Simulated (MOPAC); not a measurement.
Job for MOPAC: AM1 on GeH6Si (SMILES [SiH3][GeH3]), a point of a bond scan (R = 2.627 Å).

```
AM1 1SCF PRECISE CHARGE=0 THREADS=1
GeH6Si

Si    -1.60407886 1    -0.12828814 1     0.02054821 1
Ge     1.01395577 1     0.08109234 1    -0.01298874 1
H     -2.17715491 1     0.81800631 1     1.00694953 1
H     -1.99904053 1    -1.50734552 1     0.39348646 1
H     -2.15616106 1     0.18290136 1    -1.31931867 1
H      1.44210218 1     1.50880600 1    -0.39891139 1
H      1.62629734 1    -0.89593278 1    -1.03331794 1
H      1.60458677 1    -0.23914550 1     1.37236850 1
```

It printed:

```
*******************************************************************************
 **                                                                           **
 **                              MOPAC v23.2.5                                **
 **                                                                           **
 *******************************************************************************
 ** MOPAC's Digital Object Identifier: https://doi.org/10.5281/zenodo.6511958 **
 **                                                                           **
 ** Please cite the open-source release paper for use of this MOPAC version:  **
 ** J. E. Moussa and J. J. P. Stewart (2026)                                  **
 ** MOPAC: An open-source semiempirical molecular orbital program             **
 ** J. Open Source Softw., 11(119), 8025, https://doi.org/10.21105/joss.08025 **
 *******************************************************************************

                              AM1 CALCULATION RESULTS

 *******************************************************************************
 *  AM1        - The AM1 Hamiltonian to be used
 *
 *
 *
 *                 CHARGE ON SYSTEM = 0
 *
 *
 *
 *  PRECISE    - TIGHTER CRITERIA TO BE USED
 *  1SCF       - DO 1 SCF AND THEN STOP
 *  THREADS=1  - MULTI-THREADING NOT USED
 *  T=         - A TIME OF 172800.0 SECONDS REQUESTED
 *  DUMP=N     - RESTART FILE WRITTEN EVERY 7200.0 SECONDS REQUESTED
 *******************************************************************************
AM1 1SCF PRECISE CHARGE=0 THREADS=1
 GeH6Si

   ATOM   CHEMICAL          X               Y               Z
  NUMBER   SYMBOL      (ANGSTROMS)     (ANGSTROMS)     (ANGSTROMS)

     1      Si         -1.60407886  *  -0.12828814  *   0.02054821  *
     2      Ge          1.01395577  *   0.08109234  *  -0.01298874  *
     3       H         -2.17715491  *   0.81800631  *   1.00694953  *
     4       H         -1.99904053  *  -1.50734552  *   0.39348646  *
     5       H         -2.15616106  *   0.18290136  *  -1.31931867  *
     6       H          1.44210218  *   1.50880600  *  -0.39891139  *
     7       H          1.62629734  *  -0.89593278  *  -1.03331794  *
     8       H          1.60458677  *  -0.23914550  *   1.37236850  *



          CARTESIAN COORDINATES

    NO.       ATOM           X           Y           Z

     1        Si         -1.6041     -0.1283      0.0205
     2        Ge          1.0140      0.0811     -0.0130
     3         H         -2.1772      0.8180      1.0069
     4         H         -1.9990     -1.5073      0.3935
     5         H         -2.1562      0.1829     -1.3193
     6         H          1.4421      1.5088     -0.3989
     7         H          1.6263     -0.8959     -1.0333
     8         H          1.6046     -0.2391      1.3724

  H: (AM1): M.J.S. DEWAR ET AL, J. AM. CHEM. SOC. 107 3902-3909 (1985)
 Si: (AM1): M.J.S.DEWAR, C. JIE, ORGANOMETALLICS, 6, 1486-1490 (1987).
 Ge: (AM1): M.J.S.Dewar and C.Jie, Organometallics, 8, 1544, (1989)

           Empirical Formula: H6 Si Ge  =     8 atoms



      MOLECULAR POINT GROUP   :   C3v


      RHF CALCULATION, NO. OF DOUBLY OCCUPIED LEVELS = 7


 -------------------------------------------------------------------------------
 AM1 1SCF PRECISE CHARGE=0 THREADS=1
 GeH6Si



     1SCF WAS SPECIFIED, SO BFGS WAS NOT USED
     SCF FIELD WAS ACHIEVED


                              AM1 CALCULATION
                                                       MOPAC v23.2.5 Linux




          FINAL HEAT OF FORMATION =         31.97846 KCAL/MOL =     133.79788 KJ/MOL


          COSMO AREA              =        122.36 SQUARE ANGSTROMS
          COSMO VOLUME            =        114.04 CUBIC ANGSTROMS

          IONIZATION POTENTIAL    =          9.950658 EV
          HOMO LUMO ENERGIES (EV) =         -9.951 -1.251
          NO. OF FILLED LEVELS    =          7
          MOLECULAR WEIGHT        =        106.7229         POINT GROUP:  C3v

          MOLECULAR DIMENSIONS (Angstroms)

            Atom       Atom       Distance
            H     8    H     5     4.64398
            H     4    H     6     4.16540
            H     3    H     7     3.96480


          SCF CALCULATIONS        =          1





   ATOM   CHEMICAL          X               Y               Z
  NUMBER   SYMBOL      (ANGSTROMS)     (ANGSTROMS)     (ANGSTROMS)

     1      Si         -1.60407886  *  -0.12828814  *   0.02054821  *
     2      Ge          1.01395577  *   0.08109234  *  -0.01298874  *
     3       H         -2.17715491  *   0.81800631  *   1.00694953  *
     4       H         -1.99904053  *  -1.50734552  *   0.39348646  *
     5       H         -2.15616106  *   0.18290136  *  -1.31931867  *
     6       H          1.44210218  *   1.50880600  *  -0.39891139  *
     7       H          1.62629734  *  -0.89593278  *  -1.03331794  *
     8       H          1.60458677  *  -0.23914550  *   1.37236850  *

                             CARTESIAN COORDINATES

   1   Si       -1.604078860    -0.128288140     0.020548210
   2   Ge        1.013955770     0.081092340    -0.012988740
   3    H       -2.177154910     0.818006310     1.006949530
   4    H       -1.999040530    -1.507345520     0.393486460
   5    H       -2.156161060     0.182901360    -1.319318670
   6    H        1.442102180     1.508806000    -0.398911390
   7    H        1.626297340    -0.895932780    -1.033317940
   8    H        1.604586770    -0.239145500     1.372368500


           Empirical Formula: H6 Si Ge  =     8 atoms



      MOLECULAR POINT GROUP   :   C3v


                  EIGENVALUES
 -16.28566 -14.25773 -12.59129 -12.59129 -11.35460 -11.35460  -9.95066  -1.25123
   1.01664   1.01664   1.34328   1.34328   1.68149   3.25728


              NET ATOMIC CHARGES AND DIPOLE CONTRIBUTIONS

  ATOM NO.   TYPE          CHARGE      No. of ELECS.   s-Pop       p-Pop
    1         Si           0.692940        3.3071     0.87596     2.43110
    2         Ge          -0.554560        4.5546     0.97801     3.57656
    3          H          -0.142616        1.1426     1.14262
    4          H          -0.142616        1.1426     1.14262
    5          H          -0.142616        1.1426     1.14262
    6          H           0.096489        0.9035     0.90351
    7          H           0.096489        0.9035     0.90351
    8          H           0.096489        0.9035     0.90351
 DIPOLE           X         Y         Z       TOTAL
 POINT-CHG.    -1.536    -0.123     0.020     1.541
 HYBRID         0.687     0.055    -0.009     0.689
 SUM           -0.849    -0.068     0.011     0.852


          ATOMIC ORBITAL ELECTRON POPULATIONS

     Atom    s        px        py        pz
    1 Si   0.87596   0.74005   0.84520   0.84585
    2 Ge   0.97801   1.27400   1.15166   1.15089
    3  H   1.14262
    4  H   1.14262
    5  H   1.14262
    6  H   0.90351
    7  H   0.90351
    8  H   0.90351

 **********************
 *                    *
 * JOB ENDED NORMALLY *
 *                    *
 **********************




 == MOPAC DONE ==
```

The run finished.

Cost: roughly 0.020 core-seconds.
